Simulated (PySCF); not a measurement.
C2H6O2Si. Atoms are numbered in the order given.

```xyz
11

O      2.0079    -0.4672     0.0000
Si     0.5775     0.3795     0.0000
C     -0.8443    -0.1459    -1.1313
O     -1.7228    -0.0429     0.0000
C     -0.8443    -0.1459     1.1313
H      2.8265     0.0349     0.0000
H      0.8755     1.8471     0.0000
H     -0.7792    -1.1845    -1.5113
H     -1.1887     0.5028    -1.9525
H     -1.1887     0.5028     1.9525
H     -0.7792    -1.1845     1.5113
```

Coordinates come from a PBE0-D3(BJ)/def2-SVP optimisation. This is a generated structure with no PubChem entry under its InChIKey; it may be hypothetical. One conformer was computed; it need not be the lowest.

Computed with PBE/def2-TZVP (PySCF).

Symmetry labels are those of the subgroup Cs that the program uses (full group Cs).

### Question
List the valence orbital energies around the gap with their symmetry. (The exact figures need the calculation; the answer reports its results.)

### Answer

```csv
orbital,symmetry,energy (eV)
HOMO−7,A",-10.98
HOMO−6,A',-10.23
HOMO−5,A",-9.49
HOMO−4,A",-8.53
HOMO−3,A',-8.29
HOMO−2,A',-6.97
HOMO−1,A",-6.79
HOMO,A',-5.58
LUMO,A',-0.59
LUMO+1,A",0.06
LUMO+2,A',0.43
LUMO+3,A',1.11
```
